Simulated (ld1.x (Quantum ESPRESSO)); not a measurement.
# Ti: variants of one TM potential

Base potential:

* Element: Ti (Z = 22)
* Generator: ld1.x (Quantum ESPRESSO) 7.5
* Type: norm-conserving Troullier–Martins (Kleinman–Bylander form)
* Functional: BLYP
* Relativity: scalar-relativistic
* Frozen core: [Ne]
* Valence charge: 12
* Reference configuration: 3s2 3p6 3d2 4s1 4p1
* Partial waves: 3s (bound): rc 1.15 bohr; 3d (bound): rc 1.30 bohr; 3p (bound): rc 1.40 bohr
* Local potential: the p channel
* Core correction: none

Occupied shells without a wave of their own: 4p, 4s. They enter only through the test configuration that unscreens the potential.

All-electron outer shells of the reference configuration (BLYP, scalar-relativistic, ld1.x):

```
shell  level (eV)  outermost node (bohr)  outermost maximum (bohr)
   2s     -538.18                   0.09                      0.27
   2p     -445.71                      –                      0.22
   3s      -63.68                   0.40                      0.87
   3p      -39.98                   0.37                      0.90
   3d       -5.39                      –                      0.97
   4s       -5.13                   1.24                      2.81
   4p       -1.93                   1.38                      3.70
```

Cutoffs, loose and tight: the cutoffs (Ry, on a coarse ladder) from which the occupation-weighted sum of valence levels, in a spherical-Bessel basis at the reference potential, stays within 10 and 1 mRy of its value at 400 Ry. They do not see the model core or the augmentation charge, which bear on the density cutoff. Test errors are all-electron minus pseudo excitation energies from the reference, over the configurations 3s2 3p6 3d2 4s2 4p0; 3s2 3p6 3d2 4s1 4p0; 3s2 3p6 3d2 4s0 4p0; 3s2 3p6 3d3 4s0 4p0; 3s2 3p6 3d3 4s1 4p0; 3s1 3p6 3d2 4s2 4p0; 3s2 3p6 3d0 4s0 4p0. A dash means not determined; rows that change the core or the reference have their own tests.

On the changes marked as counting shells twice: ld1.x takes every shell without a wave as core, so the model core holds the marked electrons as well and exchange and correlation see them twice. This cancels in the reference configuration, but the file is broken for other ones, and its errors say nothing about a proper core correction.

```csv
change,outcome,"cutoff, loose","cutoff, tight",bound ghosts,largest test error (meV)
base,generated,110 Ry,180 Ry,none,-296
"core correction a·sin(br)/r model core inside 0.46 bohr (4p, 4s counted twice)",generated,110 Ry,180 Ry,none,-1080
"core correction a·sin(br)/r model core inside 0.62 bohr (4p, 4s counted twice)",generated,110 Ry,180 Ry,none,-1077
"core correction a·sin(br)/r model core inside 0.70 bohr (4p, 4s counted twice)",generated,110 Ry,180 Ry,none,-1076
"core correction a·sin(br)/r model core inside 0.84 bohr (4p, 4s counted twice)",generated,110 Ry,180 Ry,none,-1076
"core correction a·sin(br)/r model core inside 1.02 bohr (4p, 4s counted twice)",generated,110 Ry,180 Ry,none,-1075
"core correction a·sin(br)/r model core inside 1.08 bohr (4p, 4s counted twice)",generated,110 Ry,180 Ry,none,-1074
"core correction a·sin(br)/r model core inside 1.26 bohr (4p, 4s counted twice)",generated,110 Ry,180 Ry,none,-1073
"core correction full core density, not smoothed (it rises at the typed radius of 1.42 bohr, so ld1.x skipped the fit) (4p, 4s counted twice)",generated,110 Ry,180 Ry,none,-1081
```
